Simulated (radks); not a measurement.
The silver ion Ag+, configuration [Kr] 4d9 6f1 (not the ground configuration).

Method: scalar-relativistic Kohn-Sham, PBEsol, spin-unpolarised, spherical densities, finite nucleus; Fermi nuclear charge, rms radius 4.5454 fm; computed with a radial shooting solver on a logarithmic mesh with Libxc functionals.

Energy parts (eV):
| part | energy |
|---|---|
| total | -144556.630 |
| kinetic | 150162.536 |
| electron-nucleus | -348564.838 |
| Hartree | 57815.642 |
| exchange-correlation | -3969.969 |

Orbitals (lengths in bohr, moments of r in powers of bohr):
orbital  occ.  eigenvalue (eV)      <r>    <1/r>
1s          2        -25336.14  0.03112    49.41
2s          2        -3748.655   0.1350    11.22
2p          6        -3365.350   0.1177    10.84
3s          2        -704.1831   0.3688    3.942
3p          6        -578.2890   0.3678    3.756
3d         10        -379.5693   0.3459    3.530
4s          2        -115.8181   0.9097    1.517
4p          6         -79.2346   0.9952    1.364
4d          9         -27.2135    1.309    1.023
6f          1          -1.3055    22.42  0.06274

The highest occupied level is 6f at -1.306 eV. Summed over all electrons, <r^2> = 602.2 bohr^2, which gives a Langevin (diamagnetic) susceptibility term of -477 x 10^-6 cm^3/mol.
